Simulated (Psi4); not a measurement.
C4H12Ge (SMILES C[C](C)(C)[GeH3]), singlet, at a GFN2-xTB geometry; HF/STO-3G (Psi4 1.11).

Psi4 was given this input:
```
memory 2 GB

molecule {
0 1
Ge    0.46067749    1.06204801    0.12669895
C    -0.33250695   -0.76656304   -0.09144853
C    -0.54526840   -1.38912251    1.28414072
C     0.62092744   -1.63364519   -0.90644850
C    -1.66922811   -0.65105376   -0.81596744
H     1.77325686    1.02052520    0.84917919
H     0.71116687    1.72497062   -1.19404141
H    -0.43786689    1.97264572    0.90772151
H    -0.97730640   -2.38574086    1.19286179
H     0.40123205   -1.47487690    1.81709018
H    -1.22068345   -0.77771783    1.88185265
H     1.58399317   -1.72153951   -0.40441293
H     0.78683792   -1.19965205   -1.89203244
H     0.21215454   -2.63544972   -1.03884633
H    -1.53507939   -0.20214585   -1.79970853
H    -2.36130886   -0.03026137   -0.24773062
H    -2.12162005   -1.63398667   -0.94795695
}

set {
  basis sto-3g
}

energy('scf')
print_variables()
```

Question: Predict the main parts of the log of this Psi4 run.

Answer: 
```
   => Loading Basis Set <=

    Name: STO-3G
    Role: ORBITAL
    Keyword: BASIS

         ---------------------------------------------------------
                                   SCF
               by Justin Turney, Rob Parrish, Andy Simmonett
                          and Daniel G. A. Smith
                              RHF Reference
         ---------------------------------------------------------

  ==> Geometry <==

    Molecular point group: c1
    Full point group: C1

    Geometry (in Angstrom), charge = 0, multiplicity = 1:

       Center              X                  Y                   Z               Mass
    ------------   -----------------  -----------------  -----------------  -----------------
         GE           0.402991725174     0.929058978027     0.110833781473    73.921177761000
         C           -0.390192714826    -0.899552071973    -0.107313698527    12.000000000000
         C           -0.602954164826    -1.522111541973     1.268275551473    12.000000000000
         C            0.563241675174    -1.766634221973    -0.922313668527    12.000000000000
         C           -1.726913874826    -0.784042791973    -0.831832608527    12.000000000000
         H            1.715571095174     0.887536168027     0.833314021473     1.007825032230
         H            0.653481105174     1.591981588027    -1.209906578527     1.007825032230
         H           -0.495552654826     1.839656688027     0.891856341473     1.007825032230
         H           -1.034992164826    -2.518729891973     1.176996621473     1.007825032230
         H            0.343546285174    -1.607865931973     1.801225011473     1.007825032230
         H           -1.278369214826    -0.910706861973     1.865987481473     1.007825032230
         H            1.526307405174    -1.854528541973    -0.420278098527     1.007825032230
         H            0.729152155174    -1.332641081973    -1.907897608527     1.007825032230
         H            0.154468775174    -2.768438751973    -1.054711498527     1.007825032230
         H           -1.592765154826    -0.335134881973    -1.815573698527     1.007825032230
         H           -2.418994624826    -0.163250401973    -0.263595788527     1.007825032230
         H           -2.179305814826    -1.766975701973    -0.963822118527     1.007825032230

  Running in c1 symmetry.

  Rotational constants: A =      0.14639  B =      0.06455  C =      0.06455 [cm^-1]
  Rotational constants: A =   4388.51948  B =   1935.12295  C =   1935.12295 [MHz]
  Nuclear repulsion =  378.205977554679521

  Charge       = 0
  Multiplicity = 1
  Electrons    = 68
  Nalpha       = 34
  Nbeta        = 34

  ==> Algorithm <==

  SCF Algorithm Type is DF.
  DIIS enabled.
  MOM disabled.
  Fractional occupation disabled.
  Guess Type is SAD.
  Energy threshold   = 1.00e-06
  Density threshold  = 1.00e-06
  Integral threshold = 1.00e-12

  ==> Primary Basis <==

  Basis Set: STO-3G
    Blend: STO-3G
    Number of shells: 32
    Number of basis functions: 50
    Number of Cartesian functions: 51
    Spherical Harmonics?: true
    Max angular momentum: 2

   => Loading Basis Set <=

    Name: (STO-3G AUX)
    Role: JKFIT
    Keyword: DF_BASIS_SCF

  ==> Integral Setup <==

  SCF_SUBTYPE=INCORE selected. In-core MEM_DF algorithm will be used.
  Using in-core AOs.

  ==> MemDFJK: Density-Fitted J/K Matrices <==

    J tasked:                   Yes
    K tasked:                   Yes
    wK tasked:                   No
    Algorithm:                 Core
    Schwarz Cutoff:           1E-12
    Mask sparsity (%):       4.0000
    Fitting Condition:        1E-10

   => Auxiliary Basis Set <=

  Basis Set: (STO-3G AUX)
    Blend: DEF2-UNIVERSAL-JKFIT
    Number of shells: 232
    Number of basis functions: 782
    Number of Cartesian functions: 967
    Spherical Harmonics?: true
    Max angular momentum: 5

  Minimum eigenvalue in the overlap matrix is 2.0217067100E-01.
  Reciprocal condition number of the overlap matrix is 7.6986581819E-02.
    Using symmetric orthogonalization.

  ==> Pre-Iterations <==

  SCF Guess: Superposition of Atomic Densities via on-the-fly atomic UHF (no occupation information).

   -------------------------
    Irrep   Nso     Nmo
   -------------------------
     A         50      50
   -------------------------
    Total      50      50
   -------------------------

  ==> Iterations <==

                           Total Energy        Delta E     RMS |[F,P]|

   @DF-RHF iter SAD: -2201.58934265141397   -2.20159e+03   0.00000e+00
   @DF-RHF iter   1: -2208.02598627068573   -6.43664e+00   1.32446e-02 ADIIS/DIIS
   @DF-RHF iter   2: -2208.39360260256854   -3.67616e-01   2.00610e-03 ADIIS/DIIS
   @DF-RHF iter   3: -2208.39988139861089   -6.27880e-03   4.97881e-04 ADIIS/DIIS
   @DF-RHF iter   4: -2208.40045938611092   -5.77988e-04   1.50130e-04 ADIIS/DIIS
   @DF-RHF iter   5: -2208.40052809294139   -6.87068e-05   2.64654e-05 DIIS
   @DF-RHF iter   6: -2208.40053072294177   -2.63000e-06   3.93277e-06 DIIS
   @DF-RHF iter   7: -2208.40053076840877   -4.54670e-08   6.15237e-07 DIIS
  Energy and wave function converged.

  ==> Post-Iterations <==

    Orbital Energies [Eh]
    ---------------------

    Doubly Occupied:

       1A   -400.551581     2A    -50.394854     3A    -45.458482
       4A    -45.458482     5A    -45.458313     6A    -11.030550
       7A    -11.030550     8A    -11.030424     9A    -11.024101
      10A     -6.474668    11A     -4.515849    12A     -4.515849
      13A     -4.515276    14A     -1.043311    15A     -0.894581
      16A     -0.894581    17A     -0.726229    18A     -0.662681
      19A     -0.658089    20A     -0.658089    21A     -0.654227
      22A     -0.654227    23A     -0.640924    24A     -0.565909
      25A     -0.565909    26A     -0.565907    27A     -0.511057
      28A     -0.511057    29A     -0.484919    30A     -0.426962
      31A     -0.426962    32A     -0.402475    33A     -0.402475
      34A     -0.329996

    Virtual:

      35A      0.444177    36A      0.519040    37A      0.519040
      38A      0.573096    39A      0.633154    40A      0.633154
      41A      0.662985    42A      0.722632    43A      0.722632
      44A      0.723848    45A      0.757155    46A      0.770953
      47A      0.770953    48A      0.795957    49A      0.811604
      50A      0.811604

    Final Occupation by Irrep:
              A
    DOCC [    34 ]
    NA   [    34 ]
    NB   [    34 ]

  @DF-RHF Final Energy: -2208.40053076840877

   => Energetics <=

    Nuclear Repulsion Energy =            378.2059775546795208
    One-Electron Energy =               -3844.9340210098534953
    Two-Electron Energy =                1258.3275126867649760
    Total Energy =                      -2208.4005307684092259

Computation Completed

Properties will be evaluated at   0.000000,   0.000000,   0.000000 [a0]

Properties computed using the SCF density matrix

 Multipole Moments:

 ------------------------------------------------------------------------------------
     Multipole            Electronic (a.u.)      Nuclear  (a.u.)        Total (a.u.)
 ------------------------------------------------------------------------------------

 L = 1.  Multiply by 2.5417464519 to convert [e a0] to [Debye]
 Dipole X            :          7.3855288           -7.4127003           -0.0271715
 Dipole Y            :         17.0266322          -17.0892735           -0.0626413
 Dipole Z            :          2.0312231           -2.0386960           -0.0074729
 Magnitude           :                                                    0.0686882

 ------------------------------------------------------------------------------------

  Variable Map:
  ----------------------------------------------------------------------------
  "CURRENT ENERGY"           =>   -2208.400530768409
  "CURRENT REFERENCE ENERGY" =>   -2208.400530768409
  "DD SOLVATION ENERGY"      =>       0.000000000000
  "HF KINETIC ENERGY"        =>    2206.616276784213
  "HF POTENTIAL ENERGY"      =>   -4415.016807552623
  "HF TOTAL ENERGY"          =>   -2208.400530768409
  "HF VIRIAL RATIO"          =>       2.000808592778
  "NUCLEAR REPULSION ENERGY" =>     378.205977554680
  "ONE-ELECTRON ENERGY"      =>   -3844.934021009853
  "PCM POLARIZATION ENERGY"  =>       0.000000000000
  "PE ENERGY"                =>       0.000000000000
  "SCF ITERATION ENERGY"     =>   -2208.400530768409
  "SCF ITERATIONS"           =>       7.000000000000
  "SCF TOTAL ENERGY"         =>   -2208.400530768409
  "TWO-ELECTRON ENERGY"      =>    1258.327512686765

  Array Variable Map:
  ----------------------------------------------------------------------------
  "CURRENT DIPOLE"           =>      -0.027171494344 ... -0.007472908822 1 by 3
  "SCF DIPOLE"               =>      -0.027171494344 ... -0.007472908822 1 by 3
  "SCF TOTAL ENERGIES"       =>   -2201.589342651414 ... -2208.400530768409 1 by 8
```
